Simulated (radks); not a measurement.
Values are calculated unless marked as measured or tabulated.
Ta, 73 electrons, occupied as [Xe] 4f14 5d3 6s2 (the NIST ground configuration). Code: a radial shooting solver on a logarithmic mesh with Libxc functionals. Model: Dirac Kohn-Sham, PBE, spin-unpolarised, spherical densities, point nucleus; open shells are shared between the two j in proportion to 2j + 1.

Spin-orbit splittings of the eigenvalues, e(l+1/2) - e(l-1/2), with zeta = 2 splitting/(2l+1) and mean radii in bohr:

shell  occ.  splitting (eV)  zeta (eV)  <r> j=l-1/2  <r> j=l+1/2
2p        6               ?          ?      0.06487      0.07271
3p        6           273.5      182.3       0.1942       0.2088
3d       10           59.56      23.82       0.1829       0.1874
4p        6           62.96      41.98       0.4645       0.4975
4d       10           11.56      4.626       0.5165       0.5279
4f       14           1.982     0.5662       0.6340       0.6449
5p        6           8.749      5.833        1.220        1.328
5d        3          0.5841     0.2337        2.194        2.307

Estimate the 2p splitting.

Answer. 1270 eV (zeta = 846.9 eV).
